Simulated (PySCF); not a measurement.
# Energy of Br⁻ (bromine, charge -1) between two integer charges

The 4p beta orbital of [Kr] is emptied in steps (occupation f), with all orbitals relaxed, ending at [Ar] 3d10 4s2 4p5. Calculation: PySCF 2.14, in aug-cc-pVTZ-PP with ECP10MDF (6s5p4d2f, 55 functions); scalar relativity through the core potential. The exact energy is a straight line in f; departures are measured from the line between the end points of the same method.

```csv
f,LDA (eV),PBE (eV),PBE0 (eV),r2SCAN (eV),LC-wPBE (eV),BHandHLYP (eV),M06-2X (eV),BLYP (eV)
1,0.000,0.000,0.000,0.000,0.000,0.000,0.000,0.000
0.9,-0.337,-0.324,-0.218,-0.304,0.021,-0.116,-0.111,-0.329
0.7,-0.799,-0.766,-0.516,-0.710,0.043,-0.279,-0.251,-0.778
0.5,-0.964,-0.922,-0.620,-0.843,0.047,-0.342,-0.278,-0.939
0.3,-0.820,-0.780,-0.524,-0.706,0.038,-0.295,-0.221,-0.798
0.1,-0.355,-0.337,-0.226,-0.302,0.016,-0.130,-0.103,-0.346
0,0.000,0.000,0.000,0.000,0.000,0.000,0.000,0.000
```

Q: For BHandHLYP, how does the orbital energy at f = 1 compare with the removal energy?

A: −ε = 2.025 eV against a total-energy difference of 3.289 eV. By Janak's theorem ε = ∂E/∂f, so the gap between them reflects the curvature. Along the path −ε is 2.239 (f = 0.9), 2.716 (f = 0.7), 3.243 (f = 0.5), 3.813 (f = 0.3), 4.424 (f = 0.1) eV.

```tsv
method	E(f=0) − E(f=1) (eV)	−ε at f=1 (eV)	−ε at f=0.5 (eV)
LDA	3.713	-0.002	3.651
PBE	3.438	-0.141	3.395
PBE0	3.395	0.986	3.370
r2SCAN	3.456	0.088	3.471
LC-wPBE	3.351	3.593	3.334
BHandHLYP	3.289	2.025	3.243
M06-2X	3.361	2.119	3.478
BLYP	3.363	-0.259	3.304
```

At f = 1 the orbital energy is positive for LDA, PBE, BLYP: only the finite basis holds the electron.

Reference removal energy between the ground levels: 3.364 eV (measured; photodetachment measurements, as compiled on the Wikipedia data page of electron affinities). The calculation has no spin-orbit coupling.
